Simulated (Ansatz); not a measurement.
`CBCC[SiH3]` + `[SiH3][SnH]([Cl])[Cl]` → `[SiH3][Sn]([SiH3])([Cl])[Cl]` + `CBCC`  (formal exchange of groups at the Si–C bond)

Computed with Ansatz on PBE0-D4/def2-TZVP structures; ΔE is electronic, products minus reactants. CBS: MP2 limit from def2 TZ/QZ plus the TZ coupled-cluster correction, frozen cores. Functionals use def2-TZVPP. B3LYP here is the variant with VWN-RPA as its local correlation; programs differ in this. def2 core potentials past Kr. For Sn outer-core shells are correlated without core-valence functions, which leaves a few kJ/mol of doubt a bond. One conformer a species, not always the lowest.

Problem. Is it downhill or uphill in electronic energy at CCSD(T)/CBS, and by how much? (An estimate is asked.)

Solution. Ansatz gave: Downhill: ΔE = -47.4 kJ/mol.

Problem. What do these levels give: PBE-D4, BLYP-D4, B3LYP-D4, r2SCAN0-D4, CAM-B3LYP, MP2/def2-SVP? (Best estimate.)

Solution. Computed: PBE-D4 -56.2, BLYP-D4 -54.3, B3LYP-D4 -53.1, r2SCAN0-D4 -49.7, CAM-B3LYP -46.0, MP2/def2-SVP -43.8 kJ/mol.

Problem. What do rigid-rotor, harmonic-oscillator terms from PBE0-D4/def2-TZVP frequencies (298.15 K, 1 bar) make of the CCSD(T)/CBS value? (Best estimate.)

Solution. Computed: ΔZPE = +5.4 kJ/mol, ΔH = -39.3 kJ/mol, ΔS = 11 J/(mol·K), ΔG = -42.7 kJ/mol.

Largest T1 diagnostic among the species: 0.012.

From BLYP to BHLYP (50 % exact exchange), in def2-TZVPP and without D4, ΔE moves by +6.7 kJ/mol. Leaving LDA and LC-ωPBE aside and taking each functional with its dispersion term where it has one, the values, not all of them listed here, spread over 13.4 kJ/mol, from PBE-D4 to B97M-V. LDA lies +5.3 kJ/mol from PBE without D4.
